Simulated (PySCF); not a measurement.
# From a computed spectrum to the compound

A species of 5 atoms with charge 0 has these harmonic modes (PBE0, small Gaussian bases with core potentials, PySCF 2.14.0):

```tsv
cm⁻¹	km/mol	symmetry
619	132.6	t2
619	132.6	t2
619	132.6	t2
701	0.0	e
701	0.0	e
1848	0.0	a1
1873	239.2	t2
1873	239.2	t2
1873	239.2	t2
```

Which species is it, and in which structure?

PbH4 (singlet):
```xyz
5

Pb    0.0000    0.0000    0.0000
H    -0.0207   -1.0144    1.4349
H    -0.0211   -1.0144   -1.4349
H     1.4555    0.9848   -0.0002
H    -1.4136    1.0440    0.0002
```
Ideal gas at 298.15 K and 1 bar: S = 237.8 J/(mol K), Cp = 53.0 J/(mol K), H − H(0 K) = 11.7 kJ/mol (rigid rotor, harmonic modes, spin degeneracy alone). 
 Other answers can fit too; this one was computed.
